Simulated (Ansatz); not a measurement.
Geometry optimisation, Ansatz, RKS r2SCANh-D4/def2-SVP.

Input file:

```yaml
crystal:
  periodic: [false, false, false]
  atoms:
    - { symbol: Ge, position_ang: [0.0, 0.0, 0.0] }
    - { symbol: H, position_ang: [0.0, 0.0, 1.9] }
    - { symbol: O, position_ang: [1.6691, 0.0, -0.5894] }
    - { symbol: H, position_ang: [1.9855, -0.9521, -0.7061] }
    - { symbol: O, position_ang: [-0.8337, 1.4443, -0.5894] }
    - { symbol: H, position_ang: [-1.7915, 1.2136, -0.8118] }
    - { symbol: F, position_ang: [-0.7913, -1.3709, -0.5594] }
    - { symbol: O, position_ang: [1.0856, 1.6372, 0.6527] }
    - { symbol: H, position_ang: [1.8625, 1.3234, 1.2167] }
    - { symbol: H, position_ang: [0.5492, 0.8282, 1.8011] }
basis:
  gaussian: { orbitals: def2-SVP }
hamiltonian:
  xc: r2scanh
  dispersion: d4
relax:
  f_tol: 0.15
  max_steps: 25
  restrain:
    - { distance: [0, 7], at: 1.77, k: 30.0 }
    - { distance: [9, 1], at: 0.66, k: 30.0 }
    - { distance: [0, 1], at: 2.75, k: 30.0 }
    - { distance: [9, 7], at: 2.21, k: 30.0 }
```

Command:

```bash
$ ansatz run input.yaml --threads 4 --pin off --max-ram 5120MiB --backend cpu --events-out ev --progress --plain --runs-dir out
```

Where does it end, and by what steps?

It converged. The restraints hold the end off the free minimum. After 15 steps the energy has fallen by 4.219 eV (the restraints' own energy left out); F7 moved furthest, 1.26 Å. Joined: H2–H10 (1.00 → 0.72 Å).

```
step  energy less start (eV)  largest force component (eV/Å)  accepted
   0                  0.0000                           5.804       yes
   1                 -0.2253                           4.313       yes
   2                 -0.9692                           3.298       yes
   3                 -2.5984                           2.573       yes
   4                 -3.2914                           1.918       yes
   5                 -3.6704                           0.958       yes
   6                 -3.9139                           1.146       yes
   7                 -4.0500                           1.796       yes
   8                 -4.0987                           1.684       yes
   9                 -4.1333                           1.465       yes
  10                 -4.1710                           1.015       yes
  11                 -4.1907                           1.190       yes
  12                 -4.2091                           1.232       yes
  13                 -4.2419                           0.884        no
  14                 -4.2249                           1.088       yes
  15                 -4.2190                           1.378       yes
```

```xyz
10
Properties=species:S:1:pos:R:3
Ge 0.548 0.354 -0.120
H -0.950 0.421 2.192
O 1.743 0.054 -1.365
H 1.588 -0.769 -1.842
O -0.876 1.207 -0.652
H -1.652 0.631 -0.675
F 0.010 -1.207 0.403
O 1.390 1.278 1.113
H 2.336 1.300 0.915
H -0.402 0.855 2.346
```

Run time: 40 s on 4 threads of Arm Neoverse V2 (shared host), peak memory 0.3 GiB.
